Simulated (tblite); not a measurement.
Task: What does the GFN2-xTB structure of InChI=1S/C4F3O/c5-3(1-2-8)4(6)7 look like in three dimensions? (Doublet state.)

Result: 
```xyz
8
C4F3O angstrom
O      3.3395   -0.1816    0.2686
C      2.1790   -0.2018    0.1702
C      0.9344    0.0382    0.0772
C     -0.3592   -0.3694   -0.0515
F     -0.6727   -1.6856   -0.1431
C     -1.4260    0.4898   -0.0994
F     -1.3053    1.7947   -0.0240
F     -2.6807    0.1251   -0.2225
```

Any rigid rotation of these coordinates is as good. Atoms count from 1 in this order. The C–C distances run from 1.271 Å (C2=C3, drawn double) to 1.371 Å (C4=C6, drawn double), a spread of 0.100 Å. The C–F distances run from 1.312 Å (C6–F8, drawn single) to 1.356 Å (C4–F5, drawn single), a spread of 0.044 Å. C6 (carbon bonded to C and 2 F) is planar (angles 125.0°, 123.3° and 111.7°, sum 360.0°, 0.00 Å off the plane of its three neighbours). The 8 heavy atoms lie in one plane (0.000 Å rms).

Bonds between heavy atoms (Å): O1=C2 1.165, C2=C3 1.271, C3–C4 1.362, C4–F5 1.356, C4=C6 1.371, C6–F7 1.313, C6–F8 1.312.

The geometry is computed with GFN2-xTB (gas phase). This method treats the open shell by occupation alone, without spin polarisation.

Point group: Cs (tolerance 0.08 Å). Its GFN2-xTB frequencies are all real (lowest 79 cm⁻¹). Torsions: C2–C3–C4–F5 0°.

One conformer stands for the species.
